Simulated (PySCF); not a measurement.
# From computed data to an observable: chemical shift, span and skew from a shielding tensor

C₃H₆N₂Si, SMILES N#CC/C=N/[SiH3]. Atoms are numbered in the order given.

```xyz
12

N     -3.3384     0.9067    -0.6862
C     -2.5154     0.4115    -0.0317
C     -1.4510    -0.2097     0.7569
C     -0.1466    -0.3392    -0.0200
N      0.9627    -0.0582     0.5199
Si     2.5450    -0.2030    -0.2451
H     -1.2620     0.3664     1.6747
H     -1.7857    -1.2202     1.0548
H     -0.2637    -0.7108    -1.0611
H      3.1765     1.1400    -0.2243
H      2.4623    -0.7018    -1.6519
H      3.3494    -1.1460     0.5724
```

Coordinates come from a TPSSh-D3(BJ)/def2-SVP optimisation. The structure was generated by enumeration; whether it is a known compound was not checked. One conformer was computed; it need not be the lowest.

GIAO shieldings from PBE/pcSseg-1 (PySCF), non-relativistic, no solvent. The symmetric part of the tensor of N5 has the principal values -480.6, -151.8, 250.9 ppm. The same nucleus in NH3 has σ = 267.0 ppm at this level (PySCF, at its B3LYP-D3(BJ)/def2-TZVP geometry).

### Question
Work out the isotropic shielding, the ¹⁵N shift against NH3, the span and the skew.

### Answer

σ(iso) = (σ11 + σ22 + σ33)/3 = -127.2 ppm. δ = σ(ref) − σ(iso) = 267.0 − (-127.2) = 394.2 ppm.
Span Ω = σ33 − σ11 = 731.5 ppm. Skew κ = 3(σ(iso) − σ22)/Ω = 0.10. Tumbling in solution averages the tensor to δ; in a static solid the shielding alone would spread this spin-1/2 line over Ω.
